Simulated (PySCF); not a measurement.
This script is equivalent to a calculation on Sb³⁺ (antimony, charge +3).

```python
from pyscf import gto, scf, dft, mp, cc
import basis_set_exchange as bse
txt = bse.get_basis("def2-TZVP", elements=["Sb"], fmt="nwchem", header=False)
cut = txt.index("\nECP")
mol = gto.M(atom="Sb 0 0 0", charge=3, spin=0, symmetry="D2h",
            basis=gto.basis.parse(txt[:cut]),
            ecp={"Sb": gto.basis.parse_ecp(txt[cut:])})
mf = dft.UKS(mol, xc="M06L")
mf.irrep_nelec = {'Ag': (4, 4), 'B1g': (1, 1), 'B2g': (1, 1), 'B3g': (1, 1), 'B1u': (1, 1), 'B2u': (1, 1), 'B3u': (1, 1)}
mf.kernel()
```

Problem. What total energy does it give?

Solution. -238.561 hartree (calculated).

Problem. Which occupied shell lies highest, and where?

Solution. 5s, at -38.752 eV.

Energies and moments cover only the electrons outside the core potential.
